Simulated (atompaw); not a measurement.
# Plane-wave convergence, PAW (atompaw) potential for Ag (Z = 47)

```
Element                 : Ag (Z = 47)
Generator               : atompaw 4.2.0.5
Type                    : PAW
Functional              : LDA (PW92)
Relativity              : scalar-relativistic
Frozen core             : [Ar] 3d10 4s2
Valence charge          : 17
Reference configuration : 4p6 4d9 5s0 5p0 (charge +2)
Partial waves           : 5s (bound, empty): rc 2.35 bohr; 5s channel at -0.1 Ry: rc 2.35 bohr; 4p (bound): rc 1.75 bohr; 5p (bound, empty): rc 2.35 bohr; 4d (bound): rc 2.00 bohr; 4d channel at -1.05 Ry: rc 2.00 bohr
Local potential         : bessel scheme, radius 1.85 bohr
Core correction         : smooth core density matched at 2.20 bohr
Augmentation charge     : sinc compensation charge, radius 1.90 bohr; PAW radius 2.35 bohr; waves and projectors: custom rrkj gramschmidtortho
```

The pseudo-atom Hamiltonian at the reference potential is diagonalised in spherical Bessel functions j_l(qr) that vanish at 20 bohr, with q² up to the cutoff. All-electron valence levels (Ry): 5s -1.5528, 4p -5.9613, 5p -1.0642, 4d -2.1425.

Question: How do the lowest levels (Ry) of each channel move with the cutoff, and are there ghosts?

Answer:

```
cutoff (Ry)     s #1     p #1     p #2     d #1     d #2     f #1  Σ f·Δε (mRy)
          8  -1.5525  -2.6263  -1.0609  -1.7173  -0.4448  -0.2770       23837.0
         12  -1.5527  -5.2705  -1.0640  -2.0157  -0.4740  -0.2772        5286.4
         18  -1.5528  -5.8960  -1.0642  -2.1255  -0.4905  -0.2773         544.9
         25  -1.5528  -5.9588  -1.0642  -2.1409  -0.4992  -0.2773          30.1
         40  -1.5529  -5.9607  -1.0642  -2.1424  -0.5084  -0.2773           4.6
         50  -1.5529  -5.9611  -1.0642  -2.1425  -0.5085  -0.2773           1.2
         60  -1.5529  -5.9612  -1.0642  -2.1425  -0.5086  -0.2773           0.8
         80  -1.5529  -5.9612  -1.0642  -2.1426  -0.5086  -0.2773           0.2
        400  -1.5529  -5.9612  -1.0642  -2.1426  -0.5086  -0.2773           0.0
```

Result: no extra level below or beside the all-electron valence levels (s, p, d, f tested); 10 mRy is reached at 35 Ry and 1 mRy at 60 Ry.
